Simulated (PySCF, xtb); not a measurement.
Hf(OH)3 (H3HfO3), SMILES [OH][Hf]([OH])[OH] (connectivity only; charge and spin as stated), neutral, multiplicity 2. Other conformers were not sampled.

Harmonic wavenumbers (cm⁻¹) from GFN2-xTB run with xtb 6.7.1 at its own minimum, in rising order: 87, 95, 116, 163, 318, 333, 465, 486, 519, 547, 553, 607, 3523, 3533, 3536.

### Question
What does PBE0-D3(BJ)/def2-SVP (PySCF 2.14.0) give at its own minimum? (The exact figures need the calculation; the answer reports its results.)

### Answer
89, 150, 150, 187, 297, 297, 396, 397, 402, 693, 693, 710, 4048, 4048, 4051. Paired by order, the mean absolute difference is 159 cm⁻¹ and the zero-point energies are 21.3 and 23.7 kcal/mol.
